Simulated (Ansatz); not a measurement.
Input for Ansatz (a program for electronic structure): R-B2PLYP/def2-TZVPPD on HF (SMILES F). Files ending in .json are basis or fitting sets from the Basis Set Exchange.

Ansatz 0.2 input:
```yaml
crystal:
  periodic: [false, false, false]
  atoms:
    - {symbol: F, position_ang: [-0.09966557, -0.05492580, -0.30703798]}
    - {symbol: H, position_ang: [0.01984255, 0.44260732, 0.47216502]}
basis:
  gaussian:
    orbitals: def2-TZVPPD.json
hamiltonian:
  xc: {name: B2PLYP}
magnetization: {spin_polarized: false}
correlation: {electrons: outside_noble_gas}
scf: {lower_state_search: off}
```

Program output:

```
WARN ansatz: RAYON_NUM_THREADS=1 ignored (pool sized by the plan → 1); use --threads N
Functional definition: B2PLYP
these checks for a lower state are left out or cut short: stability, starts, cluster_reference, orbital_swaps, neighbouring_geometries, increment
integrals: 0.01 GiB planned
354 factors; integrals over basis functions are off by at most 1.2e-3 eV
mean field: 0.09 GiB planned
mean field evaluation 1: about -2729.5349 eV, gradient 2.9e1 eV
mean field evaluation 2: about -2729.5351 eV, gradient 2.9e1 eV
mean field evaluation 4: about -2730.7604 eV, gradient 7.1e-1 eV
mean field evaluation 8: about -2730.7616 eV, gradient 4.0e-3 eV
mean field -2730.76163818 eV, -100.3536392265 hartree, gradient 3.4e-6 eV, S^2 0.000000; 0 other end points of the search recorded, 0 dependent functions left out
1 core orbitals not correlated
reference -2730.76174421 eV, -100.3536431230 hartree; 4, 4 occupied and 52, 52 virtual orbitals, 354 factors
second order -8.73682168 eV of doubles, -0.00000000 eV of singles
Total energy: -2733.12068606 eV, -100.4403326371 hartree
Checks for a lower state left out: stability, starts, cluster_reference, orbital_swaps, neighbouring_geometries, increment
```

Self-consistency was reached.

Cost: about 0.3 core-seconds (a rough figure).
